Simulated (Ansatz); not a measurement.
C2H3F3SeZn (`[CH3][Zn][Se]C(F)(F)F`). Total charge 0; spin multiplicity 1.

| atom | x (Å) | y (Å) | z (Å) |
| --- | --- | --- | --- |
| C1 | 0.8487 | 1.4641 | -1.7619 |
| Zn2 | 0.8632 | 0.3807 | -0.1603 |
| Se3 | 0.9517 | -0.9074 | 1.7698 |
| C4 | -0.9386 | -1.3974 | 1.6283 |
| F5 | -1.6929 | -0.7549 | 2.5186 |
| F6 | -1.1150 | -2.7005 | 1.8265 |
| F7 | -1.4482 | -1.1088 | 0.4097 |
| H8 | 0.5936 | 2.4977 | -1.5212 |
| H9 | 1.8282 | 1.4493 | -2.2437 |
| H10 | 0.1093 | 1.0772 | -2.4658 |

(1) List the harmonic frequencies (cm⁻¹, unscaled) at PBE0-D4/def2-TZVP in Ansatz. (An estimate is asked.)

Results:

(1) The calculation gave: 4, 5, 58, 106, 116, 241, 287, 317, 339, 534, 546, 577, 693, 698, 750, 1094, 1151, 1186, 1197, 1445, 1446, 3057, 3147, 3149.
